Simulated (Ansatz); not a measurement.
CH₄AlNS (`[NH2][AlH][CH]=S`). Total charge 0; spin multiplicity 1.

```xyz
8

N     0.1799    0.6961   -1.3765
Al   -0.7414    0.2440    0.0499
C     0.2379   -0.8476    1.3730
S     1.7791   -1.2473    1.0778
H    -0.1536    1.2466   -2.1499
H     1.1399    0.4199   -1.5129
H    -2.2465    0.6976    0.2272
H    -0.1954   -1.2094    2.3113
```

Q: List the harmonic frequencies (cm⁻¹, unscaled) at PBE0-D4/def2-TZVP in Ansatz. (An estimate is asked.)

A: Computed: 68, 121, 247, 380, 432, 523, 546, 609, 690, 734, 851, 1090, 1219, 1553, 1940, 3056, 3604, 3703.

Q: Is this a minimum?

A: Yes, all 18 modes are real.

Q: Give the ideal-gas thermochemistry at 298.15 K and 1 bar (rigid rotor, harmonic oscillator; point group Cs, symmetry number 1).

A: Zero-point energy 127.8 kJ/mol; H(298) − E = 146.8 kJ/mol; entropy 330.9 J/(mol·K), of which translation 164.9, rotation 110.0, vibration 56.0; G(298) − E = 48.2 kJ/mol. Modes under 100 cm⁻¹ are hindered rotations or soft bends, so the harmonic entropy is rough.

Q: And at 400, 500, 600, 800 and 1000 K?

A: 
| T (K) | H − E (kJ/mol) | S (J/mol/K) | G − E (kJ/mol) |
| --- | --- | --- | --- |
| 400 | 157.3 | 360.9 | 12.9 |
| 500 | 168.8 | 386.5 | -24.5 |
| 600 | 181.2 | 409.1 | -64.3 |
| 800 | 208.1 | 447.7 | -150.1 |
| 1000 | 236.9 | 479.8 | -242.9 |
